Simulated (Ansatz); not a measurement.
A structure relaxed at r2SCAN-D4/def2-SVP in Ansatz, charge 1, doublet:

```xyz
7

Pt   -0.3869   -1.9396    0.3790
B     0.7558    0.5140   -1.1475
B     1.1562   -0.5198    0.0425
B    -0.3695    1.5083   -1.6006
B    -0.7507    0.0516    1.0216
B     0.5987   -0.6557    1.5491
B    -1.0036    1.0411   -0.2441
```

Problem. Give its formula and point group.

Solution. B₆Pt⁺. Point group Cs (tolerance 0.1 Å).

Problem. Summarise the bond lengths by kind (pairs closer than 1.2 times the sum of covalent radii, bridged metal pairs left out).

Solution. 6 × B–B 1.57 to 1.63 Å; 3 × B–Pt 2.00 to 2.12 Å. The metal has 3 neighbours: B 2.12 Å, B 2.12 Å, B 2.00 Å.

In the def2 sets Pt takes a core potential; there is no spin–orbit coupling. The charge 1 doublet is spin-contaminated (final ⟨S²⟩ up to 1.04, 0.75 for a pure state). Another isomer (doublet) lies 1.86 eV lower at PBE0-D4/def2-TZVP; other spin states weren't run for this one.
